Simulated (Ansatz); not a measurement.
Abridged output of a molecular run in Ansatz:

```
Functional definition: HF
3418 factors; integrals over basis functions are off by at most 1.2e-3 eV
mean field evaluation 1: about -10616.0293 eV, gradient 5.6e1 eV
mean field evaluation 2: about -10616.4863 eV, gradient 5.6e1 eV
mean field evaluation 4: about -10625.3103 eV, gradient 7.1e0 eV
mean field evaluation 8: about -10625.4678 eV, gradient 3.7e-1 eV
mean field -10625.46825639 eV, -390.4787562214 hartree, gradient 2.6e-6 eV, S^2 0.000000; 0 other end points of the search recorded, 0 dependent functions left out
10 core orbitals not correlated: weight in the atoms' cores, before any rotation towards them, 1.000 or more for the frozen orbitals, at most 0.000 for the correlated occupied ones
reference -10625.46825639 eV, -390.4787562214 hartree; 30, 30 occupied and 550, 550 virtual orbitals, 3418 factors
second order -47.47534159 eV of doubles, -0.00000000 eV of singles
cycle   1  -48.90797232 eV  change    -1.4e0 eV  update   1.3e-1
cycle   2  -50.03012191 eV  change    -1.1e0 eV  update   3.5e-2
cycle   3  -50.19251525 eV  change   -1.6e-1 eV  update   1.3e-2
cycle   4  -50.18750710 eV  change    5.0e-3 eV  update   2.9e-3
cycle   5  -50.18866664 eV  change   -1.2e-3 eV  update   9.8e-4
cycle   6  -50.18906948 eV  change   -4.0e-4 eV  update   2.4e-4
cycle   7  -50.18898628 eV  change    8.3e-5 eV  update   7.4e-5
cycle   8  -50.18898677 eV  change   -4.9e-7 eV  update   2.0e-5
perturbative correction -2.06311844 eV, -0.0758182043 hartree
Total energy: -10677.72036161 eV, -392.3989856702 hartree
```

Its atoms:

Z-matrix (Å, degrees):
```
C
C 1 1.520
H 1 1.092 2 112.0
H 1 1.094 2 110.9 3 -120.2
H 1 1.092 2 111.2 3 120.1
C 2 1.524 1 114.2 3 63.5
H 2 1.097 1 109.5 3 -59.2
H 2 1.095 1 109.0 3 -174.7
C 6 1.521 2 114.1 1 -65.4
H 6 1.098 2 109.2 1 57.1
H 6 1.095 2 108.5 1 172.2
C 9 1.529 6 114.3 2 178.2
H 9 1.096 6 108.8 2 -57.7
H 9 1.096 6 109.4 2 57.4
C 12 1.531 9 113.6 6 65.5
C 12 1.530 9 111.6 6 -170.4
H 12 1.098 9 106.7 6 -53.0
C 15 1.523 12 112.6 9 70.7
H 15 1.097 12 108.3 9 -169.2
H 15 1.093 12 110.7 9 -53.4
C 16 1.524 12 112.8 9 -71.9
H 16 1.095 12 109.8 9 51.5
H 16 1.097 12 108.7 9 167.7
C 18 1.523 15 111.2 12 55.7
H 18 1.096 15 109.9 12 -65.6
H 18 1.094 15 109.8 12 178.0
H 21 1.096 16 109.9 12 65.8
H 21 1.094 16 109.9 12 -177.8
H 24 1.094 18 110.5 15 -177.9
H 24 1.098 18 108.9 15 65.5
```

Which basis set was used?
A. def2-TZVPP
B. def2-TZVPPD
C. cc-pV(D+d)Z
D. def2-SVPD

A. It gives 590 functions.

Write the keys of the input that set method, charge and spin (a neutral closed shell needs none for the last two).


```yaml
correlation: {method: ccsd_t}
```
